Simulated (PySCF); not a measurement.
C3H2O, SMILES O=c1cc1. Atoms are numbered in the order given.

```xyz
6

O      0.0000     0.0000     1.5497
C      0.0000     0.0000     0.3413
C      0.0000     0.6788    -0.9381
C      0.0000    -0.6788    -0.9381
H      0.0000     1.5645    -1.5940
H      0.0000    -1.5645    -1.5940
```
Charge 0, spin multiplicity 1.

Geometry optimised at PBE-D3(BJ)/def2-SVP.

Calculation: PBE-D3(BJ)/def2-SVP (PySCF 2.14.0).

No scaling factor is applied to the harmonic values.

Computed harmonic wavenumbers and intensities:
```tsv
mode	ν (cm⁻¹)	IR (km/mol)	moving atoms (share of kinetic energy)
1	442	14.5	H 51 %, C 38 %, O 12 %
2	506	1.8	C 49 %, H 28 %, O 23 %
3	744	48.4	C 58 %, H 37 %
4	791	43.7	C 71 %, H 26 %
5	828	0.9	H 69 %, C 16 %, O 15 %
6	958	0.0	H 69 %, C 31 %
7	1015	6.0	C 43 %, H 29 %, O 28 %
8	1114	13.8	C 62 %, H 38 %
9	1545	9.1	C 90 %, H 9 %
10	1953	533.2	C 73 %, O 26 %
11	3106	2.7	H 92 %, C 8 %
12	3139	0.3	H 88 %, C 12 %
```
